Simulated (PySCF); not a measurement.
CH3FSSe, SMILES CS[Se]F. Geometry optimised at PBE-D3(BJ)/def2-SVP. The values are those of a single conformer.

Calculation: PySCF with PBE-D3(BJ)/def2-SVP.

Harmonic wavenumbers (cm⁻¹): 106, 117, 195, 222, 413, 587, 660, 914, 919, 1261, 1380, 1395, 2982, 3095, 3115. Rotational constants (GHz): 6.864, 2.112, 1.921; symmetry number 1.

Problem. Work out the zero-point energy and the ideal-gas rigid-rotor harmonic-oscillator thermochemistry at 298.15 K and 1 atm.

Solution. ZPE = ½ Σ hcν = ½ × 17360 cm⁻¹ = 103.84 kJ/mol. H − E(el) = 122.28 kJ/mol. Entropy in J/(mol K): translation 170.82, rotation 112.33, vibration 53.11, total 336.26. G − E(el) = 22.02 kJ/mol. Cp = 84.68 J/(mol K). Modes under 150 cm⁻¹ make the vibrational entropy uncertain.
